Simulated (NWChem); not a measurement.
System: BH$_{3}$Se$_{2}$; SMILES [SeH]B[SeH]

```xyz
6

B      0.0000     0.0000    -0.8185
H      0.0000     0.0000    -2.0201
Se    -1.6630     0.0000     0.1521
H     -2.5124     0.0000    -1.0482
Se     1.6630     0.0000     0.1521
H      2.5124     0.0000    -1.0482
```
Atoms are numbered in this order, from 1.

Computed with NWChem. Pople sets run with spherical d functions. All runs use the structure optimised with PBE0/def2-SVP. GIAO values for the isolated, static molecule; σ is the absolute isotropic shielding, δ = σ(reference) − σ with the isolated reference molecule computed at the same levels (11B: boron trifluoride, 1H: tetramethylsilane). Spin-orbit effects, on the heavy nuclei and on their neighbours, are missing.

| level | δ B1 (ppm) | δ H2 (ppm) | σ Se3 (ppm) | δ H4 (ppm) |
|---|---|---|---|---|
| B3LYP/6-311G** | 68.1 | 8.24 | 1657.5 | 3.21 |
| B3LYP/6-31G* | (withheld) | (withheld) | (withheld) | (withheld) |
| BHandHLYP/pcSseg-1 | 67.9 | 8.00 | 1734.9 | 3.07 |

Task: Fill in the missing entries.

Result: 
- B3LYP/6-31G*, δ B1 (ppm): 62.8
- B3LYP/6-31G*, δ H2 (ppm): 8.15
- B3LYP/6-31G*, σ Se3 (ppm): 1801.4
- B3LYP/6-31G*, δ H4 (ppm): 2.91
